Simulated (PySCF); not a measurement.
**Sr²⁺ (strontium, charge +2) across methods**

[Kr], closed-shell 1S. Calculation: PySCF 2.14, in ANO-RCC-VTZP (7s6p3d1f, 47 functions); the spin-free X2C one-electron Hamiltonian (Gaussian nucleus).

```json
{"method": "PBE0", "E (hartree)": "-3178.25", "mean ε 3d (eV)": "-148.36", "mean ε 4s (eV)": "-57.902", "mean ε 4p (eV)": "-38.454", "Σ⟨r²⟩ (bohr²)": "26.20", "⟨S²⟩": "0.000"}
{"method": "PBE", "E (hartree)": "-3178.17", "mean ε 3d (eV)": "-142.18", "mean ε 4s (eV)": "-54.671", "mean ε 4p (eV)": "-36.494", "Σ⟨r²⟩ (bohr²)": "26.23", "⟨S²⟩": "0.000"}
{"method": "wB97M-V", "E (hartree)": "-3178.31", "mean ε 3d (eV)": "-150.56", "mean ε 4s (eV)": "-60.510", "mean ε 4p (eV)": "-40.887", "Σ⟨r²⟩ (bohr²)": "26.28", "⟨S²⟩": "0.000"}
{"method": "LDA", "E (hartree)": "-3174.37", "mean ε 3d (eV)": "-142.46", "mean ε 4s (eV)": "-54.785", "mean ε 4p (eV)": "-36.613", "Σ⟨r²⟩ (bohr²)": "26.21", "⟨S²⟩": "0.000"}
{"method": "r2SCAN", "E (hartree)": "-3178.54", "mean ε 3d (eV)": "-144.11", "mean ε 4s (eV)": "-55.908", "mean ε 4p (eV)": "-37.103", "Σ⟨r²⟩ (bohr²)": "26.15", "⟨S²⟩": "0.000"}
{"method": "UHF", "E (hartree)": "-3176.67637", "mean ε 3d (eV)": "-165.59", "mean ε 4s (eV)": "-66.237", "mean ε 4p (eV)": "-43.060", "Σ⟨r²⟩ (bohr²)": "26.34", "⟨S²⟩": "0.000"}
{"method": "r2SCAN0", "E (hartree)": "-3178.53", "mean ε 3d (eV)": "-149.77", "mean ε 4s (eV)": "-58.717", "mean ε 4p (eV)": "-38.843", "Σ⟨r²⟩ (bohr²)": "26.16", "⟨S²⟩": "0.000"}
{"method": "B3LYP", "E (hartree)": "-3178.59", "mean ε 3d (eV)": "-147.21", "mean ε 4s (eV)": "-57.247", "mean ε 4p (eV)": "-38.031", "Σ⟨r²⟩ (bohr²)": "26.26", "⟨S²⟩": "0.000"}
```

(1) Estimate the same row for B2PLYP.

Answers

(1) E (hartree) = -3178.07; mean ε 3d (eV) = -154.81; mean ε 4s (eV) = -61.012; mean ε 4p (eV) = -40.143; Σ⟨r²⟩ (bohr²) = 26.29; ⟨S²⟩ = 0.000.
